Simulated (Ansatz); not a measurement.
Total energies of C$_{4}$H$_{14}$NOSbSi, SMILES `CC[O][Sb]([SiH3])[N](C)C`.

Cartesian coordinates in Å:
```
C -1.251 0.423 -3.108
C -1.439 -0.149 -1.724
O -0.219 -0.717 -1.297
Sb -0.158 -1.512 0.515
Si 2.406 -1.765 0.151
N -0.202 0.245 1.495
C 0.742 1.299 1.233
C -0.853 0.338 2.774
H -0.475 1.192 -3.100
H -0.949 -0.359 -3.808
H -2.180 0.872 -3.468
H -1.757 0.642 -1.031
H -2.237 -0.907 -1.737
H 2.657 -2.911 -0.765
H 3.073 -2.056 1.452
H 2.995 -0.532 -0.432
H 1.594 1.293 1.931
H 0.252 2.278 1.324
H 1.127 1.221 0.215
H -1.568 -0.479 2.903
H -0.148 0.302 3.619
H -1.410 1.282 2.856
```

Charge 0, multiplicity 1. Correlated methods include outer-core shells of Sb, which these sets cover unevenly. Sb takes the def2 core potential. The structure was optimised at the PBE0-D4/def2-TZVP level. It is one conformer, not always the lowest. Basis def2-TZVPP, Ansatz.

RPA on PBE orbitals: Hartree–Fock energy of these orbitals -817.12958 Eh, correlation -2.64120 Eh (frozen core).

| functional | kind | energy without D4 (Eh) | D4 term (kJ/mol) |
| --- | --- | --- | --- |
| LDA (SPW92) | LDA | -816.65346 | – |
| PBE | GGA | -820.16040 | -59.0 |
| revPBE | GGA | -820.58034 | -166.6 |
| B97M-V | meta-GGA with VV10 | -820.59226 | – |
| PBE0 | global hybrid, 25 % exact exchange | -820.23079 | -51.1 |
| B3LYP | global hybrid, 20 % | -820.80690 | -94.1 |
| r2SCANh | meta-GGA hybrid, 10 % | -820.56204 | -17.3 |
| r2SCAN0 | meta-GGA hybrid, 25 % | -820.52125 | -19.0 |
| HSE06 (plane-wave form) | screened hybrid | -820.20585 | -48.0 |
| BHLYP | global hybrid, 50 % | -820.44588 | -75.0 |
| LC-ωPBE | long-range corrected hybrid | -820.45813 | – |
| ωB97X-V | range-separated hybrid GGA with VV10 | -820.54460 | – |
| B2PLYP | double hybrid | -820.11322 | – |
| PBE-QIDH | double hybrid | -819.90978 | – |

(1) Give the same for BLYP, r2SCAN, CAM-B3LYP, ωB97M-V. (An estimate is asked.)

B3LYP takes the VWN-RPA correlation (the form of Gaussian; ORCA's B3LYP/G). HSE06 is the plane-wave form, built on full-range PBE exchange. The double hybrids freeze the cores in their second-order part.

Results:

(1) Ansatz gave: 
| functional | kind | energy without D4 (Eh) | D4 term (kJ/mol) |
| --- | --- | --- | --- |
| BLYP | GGA | -820.50500 | -125.2 |
| r2SCAN | meta-GGA | -820.59076 | -16.2 |
| CAM-B3LYP | range-separated hybrid | -820.54229 | -52.6 |
| ωB97M-V | range-separated hybrid meta-GGA with VV10 | -820.48584 | – |

LC-ωPBE has ω = 0.4 bohr⁻¹.
